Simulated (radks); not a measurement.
Results of a calculation; reference values are marked as such.
Task: All-electron atom: the neon ion Ne4+ in [He] 2s2 2p2 (the NIST ground configuration). Code: a radial shooting solver on a logarithmic mesh with Libxc functionals. Model: Dirac Kohn-Sham, PBEsol, spin-unpolarised, spherical densities, finite nucleus; open shells fill j = l - 1/2 first; Fermi nuclear charge, rms radius 3.0055 fm. Some entries of the table are withheld. Estimate them.

orbital  occ.  eigenvalue (eV)  <1/r> (bohr^-1)
1s1/2       2              (1)              (2)
2s1/2       2        -130.6236              (3)
2p1/2       2              (4)              (5)
2p3/2       0              (6)              (7)

Result: 
(1) 1s1/2 eigenvalue (eV): -949.6745
(2) 1s1/2 <1/r> (bohr^-1): 9.625
(3) 2s1/2 <1/r> (bohr^-1): 1.911
(4) 2p1/2 eigenvalue (eV): -109.0453
(5) 2p1/2 <1/r> (bohr^-1): 1.827
(6) 2p3/2 eigenvalue (eV): -108.8701
(7) 2p3/2 <1/r> (bohr^-1): 1.823
